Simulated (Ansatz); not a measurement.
Cost and result for the atomization energy of BrFHInS, SMILES `[F][In]([SH])[Br]` (5 atoms, 4 bonds).

The species carries charge 0 and has multiplicity 1. Correlated methods include outer-core shells of Br, In, which these sets cover unevenly. Scalar relativity is left out up to krypton. In takes the def2 core potential. The geometry is a stationary point of PBE0-D4/def2-TZVP. It is one conformer, not always the lowest. Program: Ansatz. All runs use 4 threads of a server CPU on a shared host. Times are those of one run each, without the atoms' runs, and a repeat can differ threefold. Electronic energies, without spin–orbit coupling; frozen cores. CCSD(T)/CBS adds CCSD(T) − MP2 in def2-TZVPP to the MP2 limit, and its time is that of the two runs behind it. T1 = 0.013. With those shells the extrapolation isn't a true limit. B3LYP takes the VWN-RPA correlation (the form of Gaussian; ORCA's B3LYP/G). HSE06 is the plane-wave form, built on full-range PBE exchange.

CCSD(T)/CBS is a level of theory with its own doubt, some kJ/mol a heavy atom from the limit and from the frozen cores, so smaller differences don't rank the functionals.

| level | functions | wall time |
| --- | --- | --- |
| BLYP-D4/def2-TZVPP | 185 | 1.3 s |
| BHLYP-D4/def2-TZVPP | 185 | 2.2 s |
| HSE06-D4/def2-TZVPP | 185 | 2.3 s |
| r2SCAN-D4/def2-TZVPP (with forces) | 185 | 3 s |
| B3LYP-D4/def2-TZVPP (with forces) | 185 | 3 s |
| B2PLYP/def2-TZVPP | 185 | 3.5 s |
| CCSD(T)/def2-SVP | 95 | 3.5 s |
| PBE-QIDH/def2-TZVPP | 185 | 3.6 s |
| ωB97X-V/def2-TZVPP | 185 | 4.5 s |
| B97M-V/def2-TZVPP | 185 | 5 s |
| MP2/def2-QZVPP | 328 | 9.5 s |
| CCSD(T)/def2-TZVPP | 185 | 55 s |
| CCSD(T)/CBS(def2) | – | 65 s |

Question: What atomization energy does each give, and how far from CCSD(T)/CBS? (Estimate.)

Answer: Ansatz gave: 
```tsv
level	atomization (kJ/mol)	difference from CCSD(T)/CBS	per bond
BLYP-D4/def2-TZVPP	1308.9	-55.4	-13.8
BHLYP-D4/def2-TZVPP	1258.8	-105.5	-26.4
HSE06-D4/def2-TZVPP	1329.0	-35.3	-8.8
r2SCAN-D4/def2-TZVPP (with forces)	1356.3	-8.0	-2.0
B3LYP-D4/def2-TZVPP (with forces)	1303.7	-60.6	-15.1
B2PLYP/def2-TZVPP	1303.2	-61.1	-15.3
CCSD(T)/def2-SVP	1221.0	-143.3	-35.8
PBE-QIDH/def2-TZVPP	1328.8	-35.5	-8.9
ωB97X-V/def2-TZVPP	1355.9	-8.4	-2.1
B97M-V/def2-TZVPP	1355.1	-9.2	-2.3
MP2/def2-QZVPP	1385.7	21.4	5.4
CCSD(T)/def2-TZVPP	1299.5	-64.8	-16.2
CCSD(T)/CBS(def2)	1364.3	0.0	0.0
```

At CCSD(T), def2-SVP lies −143.3 kJ/mol from the extrapolated value and def2-TZVPP −64.8 kJ/mol: correlation converges slowly with the basis, and small sets miss more of it in the bonded molecule than in its fragments. In def2-TZVPP, CCSD(T) changes the Hartree–Fock value by +388.7 kJ/mol (the triples alone add +35.9 kJ/mol) and MP2 by +436.2 kJ/mol; breaking electron pairs costs correlation energy, which Hartree–Fock lacks. From PBE to PBE0 (25 % exact exchange), in def2-TZVPP and without D4, the atomization energy moves by −35.8 kJ/mol: exact exchange takes away binding that semilocal exchange gives to molecules.

Spin–orbit coupling would lower the free In atoms strongly, and the atomization energy with them, by more than many differences here.
